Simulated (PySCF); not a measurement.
C2H7ClSi2, SMILES Cl[Si@@H]1CC[SiH2]1. Atoms are numbered in the order given.

```xyz
12

Cl     2.2930     0.0015    -0.5250
Si     0.4848    -0.1109     0.4891
C     -0.7543    -1.4292    -0.1011
C     -2.0488    -0.6442     0.2396
Si    -1.4085     1.1501    -0.0133
H      0.8003    -0.2329     1.9444
H     -0.6907    -2.4377     0.3363
H     -0.6447    -1.5327    -1.1941
H     -2.9288    -0.9465    -0.3497
H     -2.3116    -0.7730     1.3035
H     -1.4723     1.5565    -1.4509
H     -1.9834     2.2318     0.8424
```

Geometry: PBE0-D3(BJ)/def2-SVP. The structure was generated by enumeration; whether it is a known compound was not checked.

Two levels are set side by side: PBE/pcSseg-1 (PySCF) and KT2/pcSseg-1 (PySCF). GIAO shifts against HCl (³⁵Cl), TMS (²⁹Si), TMS (¹H), TMS (¹³C) at the same level; non-relativistic, no solvent, atoms listed together averaged. Without spin–orbit terms, shifts of atoms bonded to Cl or Br come out too high at both levels. Differences are taken from unrounded values.

```tsv
quantity	KT2
δ(³⁵Cl) of Cl1 (ppm)	32.5
δ(²⁹Si) of Si2 (ppm)	13.0
δ(¹³C) of C3 (ppm)	27.7
δ(¹³C) of C4 (ppm)	6.9
δ(²⁹Si) of Si5 (ppm)	-34.9
δ(¹H) of H6 (ppm)	5.98
```

Problem. What does PBE give, and how far is it from KT2? (An estimate is asked for; the answer gives what the named calculation found.)

Solution. 
```csv
quantity,PBE,PBE minus KT2
δ(³⁵Cl) of Cl1 (ppm),31.4,-1.1
δ(²⁹Si) of Si2 (ppm),12.6,-0.5
δ(¹³C) of C3 (ppm),27.0,-0.7
δ(¹³C) of C4 (ppm),6.2,-0.8
δ(²⁹Si) of Si5 (ppm),-37.7,-2.8
δ(¹H) of H6 (ppm),6.00,0.02
```

Rough cost on one machine, each run with all the roots and properties that it gave: KT2 against PBE within a factor of 2.
